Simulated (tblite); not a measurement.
Isomers of C6H7FN2O. Computed values, GFN2-xTB/tblite, gas phase, harmonic and unscaled. The method is semi-empirical: single wavenumbers can be off by several per cent or more. One conformer each.

Electronic energies: GFN2-xTB at the same geometries; isomer energies are rough at this level and their order can be wrong.

| SMILES | electronic energy, lowest = 0 (kcal/mol) |
| --- | --- |
| N#C[C@@]1(F)CCCNC1=O | 3.1 |
| COc1nnc(C)cc1F | 0.0 |
| CC[C@@H](F)OC(C#N)C#N | 42.7 |

Problem. How do GFN2-xTB zero-point energies change the relative energies?

Solution. 
```csv
SMILES,ZPE (kcal/mol),of it from modes above 1550 cm⁻¹,electronic (kcal/mol),"with ZPE, lowest = 0 (kcal/mol)",lowest mode (cm⁻¹),rings
COc1nnc(C)cc1F,77.9,32.6,0.0,0.0,84,1
N#C[C@@]1(F)CCCNC1=O,79.5,36.4,3.1,4.8,45,1
CC[C@@H](F)OC(C#N)C#N,77.1,36.7,42.7,41.9,40,0
```

The zero-point energies span 2.4 kcal/mol, from `CC[C@@H](F)OC(C#N)C#N` to `N#C[C@@]1(F)CCCNC1=O`. The order is unchanged.

Problem. What do entropy and thermal enthalpy add at 298.15 K and 1 bar (rigid rotor, harmonic oscillator, one conformer each)?

Solution. 
```csv
SMILES,point group,symmetry number,S (cal/(mol K)),H − H(0) (kcal/mol),ZPE + H − H(0) − TS (kcal/mol)
COc1nnc(C)cc1F,Cs,1,96.6,6.71,55.8
N#C[C@@]1(F)CCCNC1=O,C1,1,94.5,6.39,57.7
CC[C@@H](F)OC(C#N)C#N,C1,1,105.1,7.47,53.2
```
